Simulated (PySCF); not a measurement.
**LDA on As+ (arsenic, charge +1)**

Configuration: [Ar] 3d10 4s2 4p2, high-spin 3P determinant. Calculation: PySCF 2.14, in cc-pVTZ-PP with ECP10MDF; scalar relativity through the core potential.

```
Total energy                                                  : -331.5377 hartree
One-electron energy                                           : -578.0452 hartree
Hartree (Coulomb) energy                                      : 272.5105 hartree
Exchange-correlation energy                                   : -26.0030 hartree
⟨S²⟩                                                          : 2.0009
⟨L²⟩                                                          : 2.006
Sum of ⟨r⟩                                                    : 20.05 bohr
Sum of ⟨r²⟩                                                   : 29.60 bohr²
Traceless quadrupole moment −½Σ⟨3z² − r²⟩ along its main axis : 2.32 e·bohr²
Time after the integrals                                      : 0.09 s of wall time on 1 thread of Intel(R) Xeon(R) 6975P-C (shared host)
```

```json
{"shell": "3s α", "electrons": "1", "mean orbital energy (eV)": "-193.08", "spread (eV)": "0", "rms radius, mean of both spins (bohr)": "0.646"}
{"shell": "3s β", "electrons": "1", "mean orbital energy (eV)": "-192.94", "spread (eV)": "0", "rms radius, mean of both spins (bohr)": "0.646"}
{"shell": "3p α", "electrons": "3", "mean orbital energy (eV)": "-143.13", "spread (eV)": "0.437", "rms radius, mean of both spins (bohr)": "0.674"}
{"shell": "3p β", "electrons": "3", "mean orbital energy (eV)": "-142.98", "spread (eV)": "0.551", "rms radius, mean of both spins (bohr)": "0.674"}
{"shell": "3d α", "electrons": "5", "mean orbital energy (eV)": "-51.377", "spread (eV)": "0.403", "rms radius, mean of both spins (bohr)": "0.754"}
{"shell": "3d β", "electrons": "5", "mean orbital energy (eV)": "-51.134", "spread (eV)": "0.563", "rms radius, mean of both spins (bohr)": "0.754"}
{"shell": "4s α", "electrons": "1", "mean orbital energy (eV)": "-24.188", "spread (eV)": "0", "rms radius, mean of both spins (bohr)": "2.00"}
{"shell": "4s β", "electrons": "1", "mean orbital energy (eV)": "-22.645", "spread (eV)": "0", "rms radius, mean of both spins (bohr)": "2.00"}
{"shell": "4p α", "electrons": "2", "mean orbital energy (eV)": "-13.992", "spread (eV)": "0", "rms radius, mean of both spins (bohr)": "2.49"}
```

Energies and moments cover only the electrons outside the core potential.
